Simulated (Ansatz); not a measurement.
`F[CH](F)[AlH][SiH3]` and `FC(F)Br` differ in one atom or group.

Ansatz, PBE0-D4/def2-TZVP geometries, multiplicity 1. Each molecule was computed in one conformer, which needn't be the lowest.

Scalar relativity is left out up to krypton.

```
                                          property  `F[CH](F)[AlH][SiH3]`
              HOMO–LUMO gap (PBE0/def2-TZVPP) / eV                   6.38
size of the dipole moment (ωB97M-V/def2-TZVPP) / D                   1.16
  size of the dipole moment (B3LYP/def2-TZVPP) / D                   1.17
    size of the dipole moment (PBE/def2-TZVPP) / D                   1.08
               HOMO–LUMO gap (PBE/def2-TZVPP) / eV                   4.41
                LUMO energy (PBE0/def2-TZVPP) / eV                  -1.27
```

(1) Give the same properties after the change, and the shifts. (Best estimate.)

Results:

(1) Computed: 
| property | `FC(F)Br` | shift |
| --- | --- | --- |
| HOMO–LUMO gap (PBE0/def2-TZVPP) / eV | 8.35 | 1.97 |
| size of the dipole moment (ωB97M-V/def2-TZVPP) / D | 1.37 | 0.21 |
| size of the dipole moment (B3LYP/def2-TZVPP) / D | 1.37 | 0.20 |
| size of the dipole moment (PBE/def2-TZVPP) / D | 1.28 | 0.20 |
| HOMO–LUMO gap (PBE/def2-TZVPP) / eV | 5.96 | 1.55 |
| LUMO energy (PBE0/def2-TZVPP) / eV | -0.48 | 0.79 |

With PBE0 the HOMO falls by 1.17 eV and the LUMO rises by 0.79 eV, so the gap widens by about 1.96 eV. PBE moves the HOMO by -1.00 eV and ωB97M-V by -1.42 eV. Dipoles are sizes alone; their direction can turn.

B3LYP here is the variant with VWN-RPA as its local correlation; programs differ in this.

Spin–orbit coupling is left out; it splits and shifts lone-pair levels of the heavy atoms by tenths of an eV.
